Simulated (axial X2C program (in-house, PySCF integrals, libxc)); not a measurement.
**AgH: cheaper levels and CCSD(T), two-component**

Calculated with an axial X2C code built on PySCF integrals. Two-component (2c) means X2C with spin–orbit coupling and atomic mean-field two-electron Coulomb and Gaunt terms. Basis: Ag dyall-cv3z [12s12p8d5f3g], H dyall-v3z [6s2p1d] (cores contracted in-house); Gaussian nuclei, density fitting, unrestricted open shells. Masses: Ag 106.905 u, H 1.008 u.

State: Ω = 0 (closed shell); fragments Ag + H.

```tsv
level	Re (Å)	ωe (cm⁻¹)	De (eV)
PBE0	1.624	1763.8	2.28
HF	1.701	1600.8	1.23
MP2	1.590	1868.7	2.19
CCSD	1.631	1726.3	2.30
PBE	1.616	1770.5	2.43
```

Correlated methods: 12 electrons correlated (number of frozen shells: Ag 4 s, 3 p, 1 d; H none), 210 virtual spin orbitals or spinors in MP2, 90 natural virtuals in coupled cluster.

CCSD(T), same Hamiltonian and basis:

Re = 1.624 Å, ωe = 1739.3 cm⁻¹, De = 2.36 eV; T1 = 0.026 (Lee–Taylor normalisation).

Give the differences from CCSD(T) in the columns below.



```json
{"level": "PBE0", "ΔRe (Å)": "0.000", "Δωe (cm⁻¹)": "24", "ΔDe (eV)": "-0.08"}
{"level": "HF", "ΔRe (Å)": "0.077", "Δωe (cm⁻¹)": "-138", "ΔDe (eV)": "-1.13"}
{"level": "MP2", "ΔRe (Å)": "-0.034", "Δωe (cm⁻¹)": "129", "ΔDe (eV)": "-0.17"}
{"level": "CCSD", "ΔRe (Å)": "0.007", "Δωe (cm⁻¹)": "-13", "ΔDe (eV)": "-0.06"}
{"level": "PBE", "ΔRe (Å)": "-0.008", "Δωe (cm⁻¹)": "31", "ΔDe (eV)": "0.07"}
```

One determinant describes the state; a PBE0 search over occupations chose it and may have missed a lower one. The closed shell is kept restricted, so the energy runs too high when the bond is stretched far. De is counted from the lowest determinant-based energies of the atoms at the same level, without counterpoise correction. Coupled cluster ran in a truncated set of natural virtual spinors; the MP2 energy of the rest was added. (T) has no such correction and the atoms are truncated less, which lowers De at CCSD(T) by a hundredth of an eV or more. The T1 diagnostic is large, a sign of multireference character.
